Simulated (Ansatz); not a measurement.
Consider the silylene formation by 1,1-elimination: `N[SiH2]OC[SiH3]` → `CO[SiH2]N` + `[SiH2]`.

Computed with Ansatz on PBE0-D4/def2-TZVP structures; ΔE is electronic, products minus reactants. CCSD(T)/CBS adds triple-zeta CCSD(T) − MP2 to the extrapolated MP2 energy (def2 sets, frozen cores). This one scheme is used for every species. DFT in def2-TZVPP. B3LYP here is the variant with VWN-RPA as its local correlation; programs differ in this. Each species was taken in one conformer, which may not be the lowest.

Q: Is it downhill or uphill in electronic energy at CCSD(T)/CBS, and by how much? (An estimate is asked.)

A: Computed: Uphill: ΔE = +216.4 kJ/mol.

Q: What do these levels give: PBE-D4, PBE0-D4, B3LYP-D4, B3LYP, SCS-MP2/def2-TZVPP, CCSD(T)/def2-TZVPP? (An estimate is asked.)

A: Ansatz gave: PBE-D4 221.4, PBE0-D4 228.0, B3LYP-D4 212.8, B3LYP 200.9, SCS-MP2/def2-TZVPP 217.3, CCSD(T)/def2-TZVPP 210.5 kJ/mol.

Largest T1 diagnostic among the species: 0.014.

The D4 term adds +11.9 kJ/mol with B3LYP and +6.6 kJ/mol with PBE0; it sums over pairs of atoms, weighted by their polarisabilities, and B3LYP, whose exchange is more repulsive, gets the larger term. From PBE to PBE0 (25 % exact exchange), in def2-TZVPP and without D4, ΔE moves by +7.5 kJ/mol. In def2-TZVPP, CCSD(T) changes the Hartree–Fock value by +14.5 kJ/mol (the triples alone add +4.7 kJ/mol) and MP2 by +32.9 kJ/mol.
